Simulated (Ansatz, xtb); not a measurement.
## Ligand exchange: C3H6 + SnH3(SH) → C3H6S + SnH4

Species: C3H6 (propene) `C=CC`, singlet; SnH3(SH), singlet; C3H6S (allyl mercaptan) `C=CCS`, singlet; SnH4 `[SnH4]`, singlet. The partners trade H for SH: C–H and Sn–SH bonds give way to C–SH and Sn–H.

Shapes, held fixed at every level: PBE0-D4/def2-TZVP. Flexible molecules stand in one conformer, not always the lowest. Programs: Ansatz 0.2.0, xtb 6.7.1. The zero-point and thermal change to 298 K, harmonic and unscaled (PBE0-D4/def2-TZVP), is -8.1 kJ/mol.

```csv
level,kind,ΔH(298 K) (kJ/mol),less CCSD(T)/def2-TZVPP
GFN0-xTB,semi-empirical,+51.4,-49.5
HF/def2-TZVPP,Hartree–Fock,+111.6,+10.7
SPW92/def2-TZVPP,LDA,+93.6,-7.3
B3LYP-D4/def2-TZVPP,global hybrid,+104.2,+3.3
r2SCAN0-D4/def2-TZVPP,global hybrid,+107.1,+6.2
B2PLYP/def2-TZVPP,double hybrid,+106.0,+5.1
MP2/def2-SVP,perturbation theory,+101.8,+0.9
CCSD/def2-TZVPP,coupled cluster or CI,+102.4,+1.5
CCSD(T)/def2-TZVPP,coupled cluster or CI,+100.9,0.0
```

The highest level, CCSD(T)/def2-TZVPP, gives ΔH(298 K) = +100.9 kJ/mol; the levels span +51.4 to +111.6. The column of differences is taken from that level and isn't an error. No measured value is set beside it here. For atoms past krypton def2 sets carry core potentials with scalar relativity. Outer-core shells of Sn are correlated, in sets that cover them unevenly.
